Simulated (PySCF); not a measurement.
WH: one state, many levels of theory

State: ⁶Σ⁺ (sextet), unpaired electrons σ ↑, π ↑↑, δ ↑↑. Set-up: H def2-TZVPPD, W def2-TZVPPD with ECP60; scalar-relativistic core potentials (PySCF 2.14). De refers to H + W (5d4 6s2) in their high-spin ground configurations, without counterpoise correction. The functionals are run spin-unrestricted. A positive dipole means H(−)W(+).

| Level | Re (Å) | ωe (cm⁻¹) | De (eV) | μ (D) |
| --- | --- | --- | --- | --- |
| UHF | 1.756 | 1841 | n/a | 2.49 |
| UHF-MP2 | 1.692 | 1997 | n/a | n/a |
| UHF-SCS-MP2 | 1.701 | 1977 | n/a | n/a |
| UHF-CCSD | 1.715 | 1923 | n/a | n/a |
| UHF-CCSD(T) | 1.714 | 1919 | n/a | n/a |
| PBE | 1.715 | 1895 | n/a | 1.81 |
| PBEsol | 1.710 | 1915 | n/a | 1.78 |
| revPBE | 1.718 | 1882 | n/a | 1.84 |
| r²SCAN | 1.714 | 1910 | n/a | 1.99 |
| r²SCANh | 1.713 | 1918 | n/a | 2.05 |
| B3LYP | 1.719 | 1902 | n/a | 1.96 |
| PBE0 | 1.712 | 1925 | n/a | 2.04 |
| CAM-B3LYP | 1.720 | 1919 | n/a | 2.09 |
| B2PLYP | 1.712 | 1933 | n/a | 2.20 |

(1) What does a quarter of exact exchange do here, going from PBE to PBE0?

(2) What does the step from GGA to meta-GGA do here, going from PBE to r²SCAN?

(3) What does second-order correlation do here, going from UHF to UHF-MP2?

Correlated steps freeze no core orbitals. De is left out where the level can put another filling of the metal’s s and d shells below the measured ground configuration, by anything from nothing to about 1 eV. These are scalar-relativistic numbers at best; spin–orbit coupling would shift them, the dissociation energy most. B2PLYP dipoles, levels and charges come from its SCF part alone. The state is the lowest single determinant that the PBE0 search found; with open d or f shells the true ground state can be another one.

The whole job (state search and all levels along the bond) took about 5.5 min on 1 thread of Intel Xeon 6975P-C (shared host), peak memory 1.9 GiB.

Answers

(1) PBE0 less PBE: -0.3 pm in Re, +1.6 % in ωe. Exact exchange removes part of the self-interaction that spreads semilocal densities, and in most molecules shortens and stiffens the bond and lowers De; so it does here.

(2) r²SCAN less PBE: -0.1 pm in Re, +0.8 % in ωe. 

(3) UHF-MP2 less UHF: -6.4 pm in Re, +8.5 % in ωe. Correlation nearly always deepens the well. The bond shortens, as in weak, metallic or heavy-atom bonds, where dispersion and the correlation of outer-core electrons pull the atoms together.
